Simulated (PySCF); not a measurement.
Assignment exercise: C₃H₁₀OSi₂

Structure with atom numbers: `[CH2:1]=[C:2]([CH2:3][SiH3:4])[O:5][SiH3:6]` (H(Xn): hydrogen on atom n). Ha(C1) is cis to C3; Hb(C1) is trans to C3.

All values are calculated (PySCF 2.14.0 with density-fitted response routines): geometry: GFN2-xTB, shieldings: GIAO PBE0/pcSseg-1. One averaged value for each set of equivalent atoms, a single conformation, in vacuum, no relativistic terms.

δ = σ(ref) − σ, references computed at the same level: ¹³C and ¹H vs TMS.

**Question.** Assign these signals to the numbered atoms. ¹³C{¹H} NMR (computed): δ 168.0, 88.5, 22.3.

**Answer.** 
168.0 → C2, alkene carbon bearing oxygen: an sp2 carbon further deshielded by the attached heteroatom
88.5 → C1, β carbon of an enol-ether or enamine type C=C: the O or N lone pair pushes π density onto this β carbon and shields it
22.3 → C3, allylic sp3 CH2 bonded to Si

**Question.** Assign these signals to the numbered atoms. ¹H NMR (300 MHz, computed): δ 4.94 (s, 3H), 4.27 (br s, 1H), 3.99 (br s, 1H), 3.93 (t, 3H), 1.86 (q, 2H).

**Answer.** 
| δ (ppm) | atoms | environment | reason |
| --- | --- | --- | --- |
| 4.94 | H(Si6) | hydrogen on a silicon bonded to O | – |
| 4.27 | Ha(C1) | hydrogen on a β carbon of an enol-ether or enamine type C=C | lone-pair donation from O or N shields it, upfield of ordinary alkene protons |
| 3.99 | Hb(C1) | hydrogen on a β carbon of an enol-ether or enamine type C=C | – |
| 3.93 | H(Si4) | hydrogen on a silicon bonded to C | – |
| 1.86 | H(C3) | hydrogen on an allylic sp3 CH2 bonded to Si | allylic position |

Hb(C1) and H(Si4) lie closer than the usual error of such a calculation, so a measured spectrum could show them in the other order.

Shifts are as computed. Against solution values, carbons near 30 ppm lie about +3 ppm off and those near 130 ppm about +5 ppm. Of 1309 compounds with measured shifts, 239 miss one by over three times the rms of a fit or turn the order of signals round; such compounds aren't used in these exercises. No couplings were computed; multiplicities are counted from neighbouring protons, with m where these are inequivalent, close in shift, in a saturated or five-membered ring or joined by F or P, and br s for small geminal =CH2 splittings.
